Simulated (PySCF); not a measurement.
Geometries of 2 isomers of C2H3BrF2, from PBE0-D3(BJ)/def2-SVP geometry optimisation, gas phase in PySCF. One conformer each, no zero-point energy, no frequencies.

Question: Which isomer lies lower at this level?
A.
```xyz
8
angstrom
F      1.703   -0.572    0.363
C      0.735    0.311   -0.021
C     -0.608   -0.372    0.066
F     -0.691   -1.365   -0.839
Br    -2.003    0.944   -0.269
H      0.912    0.631   -1.061
H      0.748    1.190    0.642
H     -0.797   -0.779    1.070
```
B.
```xyz
8
angstrom
F     -1.514    0.177    0.941
C     -0.726   -0.137   -0.113
F     -1.097    0.629   -1.154
C      0.704    0.150    0.278
Br     1.940   -0.384   -1.101
H     -0.892   -1.197   -0.377
H      0.957   -0.404    1.191
H      0.823    1.227    0.452
```

Answer: B. That is `C(F)(F)CBr` (2-bromo-1,1-difluoroethane), 9.9 kcal/mol below the other.

| SMILES | atoms numbered as above | E (Eh) | relative (kcal/mol) | relative (kJ/mol) | dipole (D) |
| --- | --- | --- | --- | --- | --- |
| FC(F)CBr | [F:1][CH:2]([F:3])[CH2:4][Br:5] | -2850.76060 | 0.0 | 0.0 | 1.41 |
| FC[C@H](F)Br | [F:1][CH2:2][C@H:3]([F:4])[Br:5] | -2850.74476 | 9.9 | 41.6 | 1.36 |

As drawn, the lower has two fluorines on one carbon, which the higher lacks.
